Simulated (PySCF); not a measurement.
**Two-component Hartree-Fock for Eu³⁵⁺ (europium, charge +35)**

Start: [Ar] 3d10. Calculated with PySCF 2.14 in an uncontracted even-tempered set (18 s from 2.2 bohr⁻², ratio 2.6; 15 p from 2.9 bohr⁻², ratio 2.6; 10 d from 2.9 bohr⁻², ratio 2.6; 6 f from 3 bohr⁻², ratio 2.8): generalised Hartree-Fock with the X2C-1e Hamiltonian and a Gaussian nucleus; spin-orbit coupling (SO) screened by Boettger's factors.

```json
{"spinor shell": "1s1/2", "electrons": "2", "ε, screened SO (eV)": "-50199.8", "weight of nominal j (screened SO)": "1.000", "rms radius, screened SO (bohr)": "0.0254"}
{"spinor shell": "2s1/2", "electrons": "2", "ε, screened SO (eV)": "-9530.6", "weight of nominal j (screened SO)": "1.000", "rms radius, screened SO (bohr)": "0.103"}
{"spinor shell": "2p1/2", "electrons": "2", "ε, screened SO (eV)": "-9105.7", "weight of nominal j (screened SO)": "1.000", "rms radius, screened SO (bohr)": "0.0879"}
{"spinor shell": "2p3/2", "electrons": "4", "ε, screened SO (eV)": "-8450.0", "weight of nominal j (screened SO)": "1.000", "rms radius, screened SO (bohr)": "0.0941"}
{"spinor shell": "3s1/2", "electrons": "2", "ε, screened SO (eV)": "-3160.1", "weight of nominal j (screened SO)": "1.000", "rms radius, screened SO (bohr)": "0.261"}
{"spinor shell": "3p1/2", "electrons": "2", "ε, screened SO (eV)": "-2978.2", "weight of nominal j (screened SO)": "1.000", "rms radius, screened SO (bohr)": "0.252"}
{"spinor shell": "3p3/2", "electrons": "4", "ε, screened SO (eV)": "-2835.9", "weight of nominal j (screened SO)": "1.000", "rms radius, screened SO (bohr)": "0.264"}
{"spinor shell": "3d3/2", "electrons": "4", "ε, screened SO (eV)": "-2530.9", "weight of nominal j (screened SO)": "1.000", "rms radius, screened SO (bohr)": "0.235"}
{"spinor shell": "3d5/2", "electrons": "6", "ε, screened SO (eV)": "-2500.0", "weight of nominal j (screened SO)": "1.000", "rms radius, screened SO (bohr)": "0.238"}
```

```
   quantity   screened SO
E (hartree)  -10134.45177
        M_J             0
       ⟨J²⟩         0.000
       ⟨L²⟩         0.030
       ⟨S²⟩         0.030
```

Breit and QED terms are absent; they matter most for the inner s and p1/2 levels.

Densities and radii are taken from the X2C orbitals without a picture-change correction, which distorts them close to the nucleus.
